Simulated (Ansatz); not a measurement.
Species: In2O, charge 1, multiplicity 2. 
Structure (B3LYP-D3(BJ)/def2-TZVP (Ansatz, a program for electronic structure) minimum search):
```xyz
3

In     0.0000     0.0000    -2.0194
O      0.0000     0.0000     0.0000
In     0.0000     0.0000     2.0194
```
Charge +1, spin multiplicity 2.

Basis-set convergence of Hartree-Fock and MP2 correlation energies (hartree) with Ansatz. Valence correlation only, unless marked. Open shells are spin-unrestricted. Spin-orbit coupling is left out. The frozen core is the preceding noble-gas configuration, with the filled d and f shells of earlier blocks. Past Kr the def2 sets carry scalar-relativistic core potentials.

The T1 diagnostic of CCSD in the largest basis is 0.046, which is high, so the coupled-cluster rows are less sure than usual.

```csv
basis,functions,E(HF),"E(corr, MP2)"
def2-SVP,66,-453.04511,-0.23680
def2-TZVPP,131,-453.15184,-0.30026
def2-QZVPP,221,-453.15736,-0.32377
```

Extrapolating the two largest sets (X = 3 and 4) as X^-3: E(corr) = (64·(-0.32377) - 27·(-0.30026))/37 = -0.3409 Eh, an estimate of the basis-set limit. The largest set recovers 95.0 % of it, the smallest 69.5 %.
